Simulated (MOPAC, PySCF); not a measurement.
C₅H₈, SMILES `C=CC1CC1` (C–C–C–C torsion 146°), neutral singlet in the gas phase. 

Cartesian coordinates (Å):
```xyz
13

C      2.2670     0.0847     0.1452
C      1.0208     0.2956    -0.2749
C     -0.1891    -0.2726     0.3384
C     -1.3642    -0.6469    -0.5414
C     -1.4658     0.5427     0.3598
H      3.1164     0.5353    -0.3534
H      2.4779    -0.5463     1.0027
H      0.8531     0.9361    -1.1399
H     -0.0152    -0.9095     1.1989
H     -1.9175    -1.5406    -0.2822
H     -1.2599    -0.4742    -1.6055
H     -1.4309     1.5279    -0.0888
H     -2.0892     0.4713     1.2420
```
Charge 0, spin multiplicity 1.

All levels are single points at this geometry (TPSSh-D3(BJ)/def2-TZVP); Pople sets use spherical d functions. Orbital energies aren't observables, and empty levels follow the basis.

BP86/6-31G* in PySCF gives gap (eV) = 5.31.

**Question.** Estimate the gap (eV) from each of these levels: TPSSh-D3(BJ)/def2-TZVP in PySCF; B3LYP/6-311+G** in PySCF; B3LYP/6-31G* in PySCF; PBE/6-31G* in PySCF; HF/6-31G* in PySCF; AM1 in MOPAC; PM3 in MOPAC; PM6 in MOPAC.

**Answer.** 
| level | gap (eV) |
|---|---|
| TPSSh-D3(BJ)/def2-TZVP in PySCF | 6.17 |
| B3LYP/6-311+G** in PySCF | 6.67 |
| B3LYP/6-31G* in PySCF | 7.04 |
| PBE/6-31G* in PySCF | 5.31 |
| HF/6-31G* in PySCF | 14.07 |
| AM1 in MOPAC | 10.94 |
| PM3 in MOPAC | 10.88 |
| PM6 in MOPAC | 10.84 |
